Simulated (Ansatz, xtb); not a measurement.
Spectroscopic constants of TiB, multiplicity 6 (lowest of 2S+1 = 2, 4, 6 at CCSD(T)/def2-TZVPP on PBE0 minima; our sources give no spin for the ground state, which may be another). No spin–orbit coupling. Ti is treated without relativity. The T1 diagnostic near the minimum is 0.089, so single-reference values are doubtful.

The constants come from a fifth-degree fit in 1/R (seven points, main isotopes). In def2 and cc sets the state is the lowest found near the PBE0 minimum, followed along R.

The values were computed with Ansatz (Gaussian orbitals); xtb for the GFN methods. Values without a source in brackets are computed. The GFN methods have no spin term and hold the electronic entropy of 300 K.

| level | r_e (Å) | ω_e (cm⁻¹) | α_e (cm⁻¹) | ω_e x_e (cm⁻¹) | dipole (D) |
|---|---|---|---|---|---|
| GFN1-xTB | 1.942 | 845 | 0.0042 | 4.7 | - |
| GFN2-xTB | 1.945 | 802 | 0.0045 | 4.3 | - |
| SVWN5/def2-TZVPP | 2.023 | 627 | 0.0035 | 3.6 | 2.83 |
| PBE/def2-TZVPP | 2.056 | 600 | 0.0035 | 3.6 | 3.00 |
| r2SCAN/def2-TZVPP | 2.047 | 619 | 0.0034 | 3.6 | 3.31 |
| B97M-V/def2-TZVPP | 2.065 | 598 | 0.0036 | 3.7 | 3.10 |
| B3LYP/def2-TZVPP | 2.039 | 622 | 0.0033 | 3.5 | 3.26 |
| PBE0/def2-TZVPP | 2.027 | 642 | 0.0032 | 3.4 | 3.49 |
| BHLYP/def2-TZVPP | 2.012 | 655 | 0.0035 | 5.0 | 3.87 |
| CAM-B3LYP/def2-TZVPP | 2.010 | 661 | 0.0031 | 3.4 | 3.62 |
| wB97X-V/def2-TZVPP | 2.011 | 668 | 0.0029 | 3.3 | 3.88 |
| wB97M-V/def2-TZVPP | 2.011 | 664 | 0.0029 | 3.1 | 3.71 |
| CCSD/def2-TZVPP | 2.012 | 672 | 0.0034 | 4.6 | - |
| CCSD/def2-QZVPP | 2.002 | 683 | 0.0034 | 4.7 | - |
| CCSD(T)/def2-TZVPP | 2.030 | 657 | 0.0026 | 2.6 | - |
| CCSD(T)/def2-QZVPP | 2.019 | 671 | 0.0025 | 2.7 | - |
| CCSD(T)/CBS(def2-TZVPP, def2-QZVPP) | 2.009 | 682 | 0.0025 | 2.7 | - |

Correlated levels freeze the inner cores; with def2 sets outer-core shells near the valence are correlated too. CBS(a, b) extrapolates the correlation energy as X⁻³ and adds the Hartree–Fock energy of set b.

Doubts at one or more of the structures used: T1 above 0.05 (CCSD/def2-TZVPP, CCSD/def2-QZVPP, CCSD(T)/def2-TZVPP, CCSD(T)/def2-QZVPP, CCSD(T)/CBS(def2-TZVPP, def2-QZVPP)).

Ansatz is an electronic-structure program.
